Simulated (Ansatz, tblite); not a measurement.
Cost and result up the ladder for `Sc1cc2sc(-c3cc4sc(-c5cc6sc(-c7cc8sc(S)cc8s7)cc6s5)cc4s3)cc2s1` (44 atoms). Total charge 0; singlet. Geometry: PBE-D4/def2-SVP.

Ansatz on 2 threads of AMD EPYC 7R13 on a shared host and a share (18 GiB) of an NVIDIA H100 80GB HBM3; xTB runs through tblite on one thread. Times are rough, summed over both states, and most runs start from the orbitals of an earlier one. PBE0-D4/def2-SVP serves as the yardstick here, not as an exact answer. The other state is a doublet.

The xTB rows come from tblite. Single mean-field runs in def2-SVP are fitted with def2-universal-jkfit.

Raw xTB energies of ions are shifted by several eV.

```tsv
level	functions	vertical IE (eV)	difference from PBE0-D4/def2-SVP (eV)
PBE-D4/def2-SVP (with forces)	566	5.92	-0.36
GFN2-xTB	196	11.24	4.96
LDA (SPW92)/def2-SVP	566	6.06	-0.22
PBE0-D4/def2-SVP (with forces)	566	6.28	0.00
GFN1-xTB	206	11.55	5.27
```

Question: Estimate how long each takes.

Answer: GFN1-xTB 0.55 s; GFN2-xTB 0.6 s; LDA (SPW92)/def2-SVP 23 s; PBE0-D4/def2-SVP (with forces) 25 s; PBE-D4/def2-SVP (with forces) 26 s. On shared hardware such times vary by a factor of up to 3.
